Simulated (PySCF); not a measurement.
Al(H)2(PH2) (AlH4P), SMILES [AlH2][PH2].

Geometry optimised at PBE-D3(BJ)/def2-TZVP.

The numbers are results of PBE-D3(BJ)/def2-TZVP in PySCF, not measurements.

Frequencies are harmonic and unscaled.

Question: Give all harmonic wavenumbers and intensities. (Estimate from the structure and the level; the computed values follow.)

Answer: 
| mode | ν (cm⁻¹) | IR (km/mol) | moving atoms (share of kinetic energy) |
|---|---|---|---|
| 1 | 198 | 4.6 | H 98 % |
| 2 | 352 | 34.6 | H 96 % |
| 3 | 391 | 42.6 | H 95 % |
| 4 | 410 | 11.1 | Al 48 %, P 45 % |
| 5 | 596 | 104.3 | H 85 %, Al 12 % |
| 6 | 639 | 8.0 | H 91 % |
| 7 | 751 | 298.3 | H 93 % |
| 8 | 1049 | 21.5 | H 97 % |
| 9 | 1860 | 145.0 | H 98 % |
| 10 | 1877 | 218.3 | H 95 % |
| 11 | 2324 | 19.5 | H 97 % |
| 12 | 2340 | 29.7 | H 97 % |
